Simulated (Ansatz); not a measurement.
Program: Ansatz. Geometries: PBE0-D4/def2-TZVP. ΔE: electronic, gas phase. CCSD(T)/CBS adds triple-zeta CCSD(T) − MP2 to the extrapolated MP2 energy (def2 sets, frozen cores). This one scheme is used for every species. DFT in def2-TZVPP. HSE06 is defined as in plane-wave codes. Each species was taken in one conformer, which may not be the lowest.

Consider the cleavage of the B–Si bond: `NB[SiH2]Cl` + `O[SiH3]` → `NBO[SiH3]` + `[SiH3]Cl`.

CCSD(T)/CBS gives -133.2 kJ/mol.

(1) Another level gave -139.4 kJ/mol. Which?
A. PBE-D4/def2-TZVPP
B. ωB97X-V/def2-TZVPP
C. HSE06-D4/def2-TZVPP
D. B2PLYP/def2-TZVPP

Largest T1 diagnostic among the species: 0.012.

## Answers

(1) D. B2PLYP -139.4, PBE-D4 -119.2, HSE06-D4 -125.8, ωB97X-V -133.9 kJ/mol.

In def2-TZVPP, CCSD(T) changes the Hartree–Fock value by +23.6 kJ/mol (the triples alone add +2.9 kJ/mol) and MP2 by +19.5 kJ/mol. Leaving LDA and LC-ωPBE aside and taking each functional with its dispersion term where it has one, the values, not all of them listed here, spread over 27.6 kJ/mol, from BHLYP-D4 to revPBE-D4. LDA lies −7.8 kJ/mol from PBE without D4.
